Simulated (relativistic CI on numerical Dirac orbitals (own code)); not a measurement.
# One change at a time: I LI

Base calculation: Dirac-Coulomb-Breit CI, separate exchange-only KLI orbitals for each configuration, model QED, unscaled Slater integrals.

CI space (outside the closed core 1s2): 2s, 2p, 3s, 3p, 3d, 4s, 4p, 4d, 4f, 5s, 5p, 5d, 5f, 5g. Levels of other configurations are missing.

Variants: (1) Breit term removed. Shifts of the energy above 2s 2S_1/2, in eV, for the lowest level and the first level of each name with at least 55 % of one term (blank where a level changes its place among those of its configuration and J or its character, or is not in the variant):

| Level | Base | Δ(1) |
| --- | --- | --- |
| 2s 2S_1/2 | 0.00 | 0.00 |
| 2p 2P°_1/2 | 116.98 | -5.45 |
| 2p 2P°_3/2 | 460.46 | +0.77 |
| 3s 2S_1/2 | 5297.28 | +3.83 |
| 3p 2P°_1/2 | 5329.52 | +2.37 |
| 3p 2P°_3/2 | 5431.57 | +4.07 |
| 3d 2D_3/2 | 5441.79 | +5.21 |
| 3d 2D_5/2 | 5472.85 | +5.29 |
| 4s 2S_1/2 | 7123.74 | +4.70 |
| 4p 2P°_1/2 | 7136.94 | +4.11 |
| 4p 2P°_3/2 | 7179.84 | +4.81 |
| 4d 2D_3/2 | 7184.12 | +5.26 |
| 4d 2D_5/2 | 7197.26 | +5.30 |
| 4f 2F°_5/2 | 7197.47 | +5.32 |

At this charge energies of transitions that change n are usually good to better than 1 %, and those within a shell (Δn = 0) to a few per cent.

Ionisation energy from the two ground configurations alone: base 9420.5 eV; Breit term removed 9425.82 eV. The NIST ASD value (theoretical) is 9421.1 eV.
